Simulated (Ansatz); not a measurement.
## Strength of the C–Sb bond: Sb(CH3)2(SiH3) → Sb(CH3)(SiH3) + CH3

Species: Sb(CH3)2(SiH3), singlet; Sb(CH3)(SiH3), doublet; CH3 (methyl radical) `[CH3]`, doublet. 

Shapes, held fixed at every level: PBE0-D4/def2-TZVP. Programs: Ansatz 0.2.0. The zero-point and thermal change to 298 K, harmonic and unscaled (PBE0-D4/def2-TZVP), is -14.1 kJ/mol.

```
              level                    kind  ΔH(298 K) (kJ/mol)  less CCSD(T)/def2-TZVPP
        HF/def2-SVP            Hartree–Fock              +114.3                   -124.3
   SPW92/def2-TZVPP                     LDA              +299.5                    +60.9
  PBE-D4/def2-TZVPP                     GGA              +244.6                     +6.0
BHLYP-D4/def2-TZVPP           global hybrid              +217.4                    -21.2
 wB97M-V/def2-TZVPP  range-separated hybrid              +240.1                     +1.5
       MP2/def2-SVP     perturbation theory              +228.6                    -10.0
     MP2/def2-TZVPP     perturbation theory              +253.6                    +15.0
 CCSD(T)/def2-TZVPP   coupled cluster or CI              +238.6                      0.0
```

The highest level, CCSD(T)/def2-TZVPP, gives ΔH(298 K) = +238.6 kJ/mol; the levels span +114.3 to +299.5. The column of differences is taken from that level and isn't an error. Hartree–Fock misses the correlation of the pair that is broken and comes out low. No measured value is set beside it here. Open shells run unrestricted unless RO is named. For atoms past krypton def2 sets carry core potentials with scalar relativity. Correlated rows may include outer-core shells of Sb, which these sets cover unevenly.
